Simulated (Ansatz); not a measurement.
The cluster SnCl₂. The state is a singlet with charge 0. Geometry r2SCAN-D4/def2-TZVP.

```xyz
3

Sn   -0.580    0.838   -0.169
Cl    1.630    0.624    0.653
Cl   -1.050   -1.461   -0.484
```

In the def2 sets Sn takes a core potential; there is no spin–orbit coupling. The structure comes from a short search, and lower isomers may exist.

Question: Estimate the orbital energies around the gap (eV) in Ansatz with PBE-D4/def2-SVP, PBE-D4/def2-TZVP, BLYP-D4/def2-TZVP, r2SCAN-D4/def2-TZVP, PBE0-D4/def2-SVP.

Answer: 
```
orbital  PBE-D4/def2-SVP  PBE-D4/def2-TZVP  BLYP-D4/def2-TZVP  r2SCAN-D4/def2-TZVP  PBE0-D4/def2-SVP
 HOMO−5            -8.84             -9.00              -8.78                -9.41            -10.24
 HOMO−4            -7.96             -8.18              -7.99                -8.56             -9.40
 HOMO−3            -7.92             -8.13              -7.95                -8.51             -9.32
 HOMO−2            -7.40             -7.66              -7.47                -8.04             -8.78
 HOMO−1            -7.09             -7.35              -7.16                -7.72             -8.51
   HOMO            -6.73             -6.96              -6.82                -7.27             -7.86
   LUMO            -3.60             -3.78              -3.70                -3.74             -3.00
 LUMO+1            -1.28             -1.54              -1.46                -1.26             -0.61
 LUMO+2            -1.08             -1.38              -1.31                -1.06             -0.33
 LUMO+3             2.93              1.98               2.01                 2.96              3.72
 LUMO+4             4.93              2.13               2.18                 3.07              5.84
 LUMO+5             4.98              2.25               2.30                 3.23              5.85
```
